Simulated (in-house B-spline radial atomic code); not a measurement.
The numbers below are computed, except where a source is named.
# Building a PAW d channel for Ag, r_c = 1.28 bohr

Ag, [Kr] 4d10 5s1, non-relativistic LDA (VWN5), spherical and spin-unpolarised, from an all-electron radial atomic-structure program (B-spline basis) (atomic units; all potentials screened as in the neutral atom).

Two all-electron partial waves φ1, φ2 are integrated outwards at E1 = ε(4d) = -0.298707 and E2 = E1 + 2 hartree; φ1 is the bound orbital and φ2 has unit norm inside r_c = 1.2754 bohr. Smooth partners are polynomials, r^3(a0 + a1 r² + a2 r⁴ + a3 r⁶), matched to φ and three derivatives at r_c, with no condition on the norm. The local potential is -22.5042 + (33.331) r² + (-20.4776) r⁴ + (4.66424) r⁶ inside 1.0442 bohr and the all-electron one outside.

```tsv
wave	φ(r_c)	φ'(r_c)	a0	a1	a2	a3
1	0.8400254	-0.3989355	2.948142	-3.24266	1.379308	-0.21333
2	0.3617845	-3.392156	5.570157	-7.132749	3.145212	-0.4914891
```

Inside r_c the overlaps are <φi φj> = [[0.50583, 0.67629], [0.67629, 1.00000]] and, for the smooth waves, [[0.42467, 0.51228], [0.51228, 0.67666]]. With χj = (Ej − T − V_local) applied to smooth wave j, the program's quadrature gives the matrix B_ij = <smooth i, χj> as [[0.14437, 0.02466], [0.35269, 0.33100]].

(1) Check the match of the first wave, and find the augmentation charges q_ij.

(2) B isn't symmetric. Show that D_ij = B_ij + Ej q_ij is.

Solving (T + V_local + Σ p D p) ψ = E (1 + Σ p q p) ψ in a sphere of 9 bohr gives these levels:

| all-electron | one projector | two projectors |
| --- | --- | --- |
| -0.298704 | -0.298704 | -0.298704 |
| 0.122225 | 0.121811 | 0.122225 |
| 0.401356 | 0.398084 | 0.401356 |
| 0.828714 | 0.813062 | 0.828714 |
| 1.396550 | 1.335270 | 1.396550 |

(3) What does the second projector gain?

Answers

(1) At r_c the four terms are 6.11628, -10.94293, 7.57157, -1.90489, which sum to 0.8400, φ1(r_c) to rounding. q_ij is the all-electron overlap less the smooth one: [[0.08116, 0.16401], [0.16401, 0.32334]]. The smooth first wave has a norm of 0.4247 inside r_c against 0.5058, and q11 > 0 puts back the missing charge.

(2) Integrating by parts gives B12 − B21 = (E1 − E2) q12: 0.02466 − (0.35269) = -0.32803, and −2 × (0.16401) = -0.32803. So D12 = 0.02466 + (1.701293)(0.16401) = 0.30369 and D21 = 0.35269 + (-0.298707)(0.16401) = 0.30369; D11 = 0.12013, D22 = 0.88110. The projectors, p = (B⁻¹)ᵀ χ, are dual to the smooth waves; det B = 0.039.

(3) With one projector the errors are 0.00, -0.41, -3.27, -15.65, -61.28 millihartree. With two the errors are 0.00, 0.00, 0.00, 0.00, 0.00 millihartree. The scattering is exact at E1 and at E2 = 1.701, and over all levels compared the largest error is under 0.01 millihartree. The lowest eigenvalue of the overlap operator is 1 with one and 0.9335 with two projectors. The smooth orbital alone needs a cutoff of 35.6 hartree for 1 millihartree of kinetic energy, against 35.3 for a norm-conserving Troullier-Martins orbital of the same radius.
